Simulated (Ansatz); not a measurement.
A nudged elastic band was laid between two geometries of BrH3Sn + H2Se (8 atoms, charge 0, multiplicity 1).

These are results of RKS PBE-D4/def2-SVP in Ansatz 0.2.0, not measurements.

| Property | Result |
| --- | --- |
| movable images | 7 |
| climbing image | yes |
| spring | 5.0 eV/Å² |
| optimiser | quadratic models (default) |
| start path | through a guess of the saddle point |
| force threshold | 0.05 eV/Å |
| iteration limit | 60 |
| end points | relaxed |

Initial state:

```xyz
8
Properties=species:S:1:pos:R:3
Sn -0.318 -0.964 -1.063
Br 2.088 -0.755 -0.274
H -0.288 -2.312 -2.143
H -1.270 -1.277 0.335
H -0.703 0.506 -1.867
H 1.049 1.456 1.013
Se -0.199 2.151 1.436
H -0.360 1.195 2.561
```

Final state:

```xyz
8
Properties=species:S:1:pos:R:3
Sn -0.958 -0.484 -0.612
Br 2.995 0.475 -0.319
H 0.019 -1.867 -0.307
H -2.641 -0.858 -0.487
H -0.595 0.294 -2.102
H 1.780 0.923 0.392
Se -0.384 1.287 1.201
H -0.215 0.231 2.233
```

Question: Which bonds break or form, and what moves?

Answer: Bonds broken: Sn1–Br2, H6–Se7. Bonds formed: Sn1–Se7, Br2–H6. BrH3Sn + H2Se becomes BrH + H4SeSn.

Question: What energy profile does the band end with?

Answer: The run converged. The highest image is number 5 of 0 to 8, 72.4 kJ/mol above the first end and 59.7 kJ/mol above the last; the last end lies 12.6 kJ/mol above the first. A vibrational analysis at the climbing image gives one clearly imaginary mode, 234i cm⁻¹: a first-order saddle point. The orbitals stay closed-shell, which can raise the energy where a bond breaks towards radicals; this wasn't checked here.

```csv
image,path coordinate (Å),energy (kJ/mol),Sn1–Br2 (Å),H6–Se7 (Å),Sn1–Se7 (Å)
0,0.00,0.0,2.54,1.49,4.00
1,0.57,1.1,2.54,1.49,4.06
2,1.14,5.1,2.55,1.49,3.99
3,1.72,23.6,2.58,1.50,3.63
4,2.29,53.4,2.68,1.52,3.21
5,2.86,72.4,2.93,1.65,2.88
6,3.40,45.2,3.28,1.97,2.70
7,3.94,18.4,3.71,2.18,2.62
8,4.49,12.6,4.08,2.34,2.60
```

Question: What is the geometry of the highest image?

Answer: 
```xyz
8
Properties=species:S:1:pos:R:3:forces:R:3
Sn -0.520 -0.578 -0.742 0.00 -0.01 0.00
Br 2.319 -0.017 -0.313 -0.01 0.03 0.01
H 0.068 -2.199 -0.851 0.01 0.00 0.00
H -2.142 -0.761 -0.120 -0.02 0.00 0.00
H -0.556 0.353 -2.187 0.00 0.00 0.00
H 1.236 1.150 0.684 0.02 -0.02 -0.01
Se -0.282 1.522 1.219 0.02 0.02 -0.02
H -0.123 0.529 2.310 -0.01 -0.01 0.02
```

Question: What are the harmonic wavenumbers there?

Answer: 234i, 92, 142, 184, 242, 370, 431, 486, 610, 672, 694, 764, 930, 1173, 1788, 1838, 1892, 2373 cm⁻¹.

Run time: 2.6 min on 2 threads of Arm Neoverse V1 (shared host), peak memory 0.17 GiB.
